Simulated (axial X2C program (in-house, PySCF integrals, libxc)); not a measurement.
## Spin–orbit effects down a group: molecules with H (ions), CCSD

Computed with an in-house all-electron X2C program for linear molecules (integrals from PySCF), spin-free (one-electron X2C) or two-component (2c: spin–orbit coupling with atomic mean-field Coulomb and Gaunt terms, which also bring small scalar terms), in Dyall basis sets with cores contracted in-house; open shells are unrestricted.

Basis sets: Cs dyall-cv3z, H dyall-v3z, K dyall-cv3z, Li dyall-cv3z, Na dyall-cv3z, Rb dyall-cv3z. Frozen shells (counts by l): LiH⁺ Li 1s, H none, 1 electrons correlated; NaH⁺ Na 1s, H none, 9 electrons correlated; KH⁺ K 2s1p, H none, 9 electrons correlated; RbH⁺ Rb 3s2p1d, H none, 9 electrons correlated; CsH⁺ Cs 4s3p2d, H none, 9 electrons correlated. Coupled cluster in natural virtuals with an MP2 remainder. Where the outer core of a metal is frozen, bonds come out longer and ionisation energies lower. Frozen cores can differ along the series, which adds to the trend.

| molecule | spin-free state | Re (Å) | ωe (cm⁻¹) | De (eV) | 2c state | Re 2c (Å) | ωe 2c (cm⁻¹) | De 2c (eV) |
| --- | --- | --- | --- | --- | --- | --- | --- | --- |
| LiH⁺ | M_S = 1/2, Λ = 0 | 2.219 | 422.4 | 0.13 | Ω = 1/2 | 2.219 | 422.4 | 0.13 |
| NaH⁺ | M_S = 1/2, Λ = 0 | 2.584 | 310.0 | 0.07 | Ω = 1/2 | 2.584 | 310.0 | 0.07 |
| KH⁺ | M_S = 1/2, Λ = 0 | 3.062 | 223.1 | 0.04 | Ω = 1/2 | 3.062 | 223.1 | 0.04 |
| RbH⁺ | ? | ? | ? | ? | ? | ? | ? | ? |
| CsH⁺ | M_S = 1/2, Λ = 0 | 3.500 | 170.7 | 0.03 | Ω = 1/2 | 3.500 | 170.6 | 0.03 |

Q: Estimate the 2c Re and ωe of RbH⁺ as the mean of its neighbours in the table.

A: Re ≈ 3.281 Å, ωe ≈ 196.8 cm⁻¹. The CCSD runs give the row below, so the estimate misses by 0.025 Å and 0.5 cm⁻¹.

| molecule | spin-free state | Re (Å) | ωe (cm⁻¹) | De (eV) | 2c state | Re 2c (Å) | ωe 2c (cm⁻¹) | De 2c (eV) |
| --- | --- | --- | --- | --- | --- | --- | --- | --- |
| RbH⁺ | M_S = 1/2, Λ = 0 | 3.256 | 196.3 | 0.03 | Ω = 1/2 | 3.256 | 196.3 | 0.03 |

Fragments in 2c: Li+ + H, Na+ + H, K+ + H, Rb+ + H, Cs+ + H. Each entry is the lowest single determinant of a limited PBE0 search at one distance. De goes to single-determinant-based atoms at the same level (for ions the charge split of lowest energy) and is withheld (n/a) where an atom does not fit its ground term or J level. Main or longest-lived isotopes.
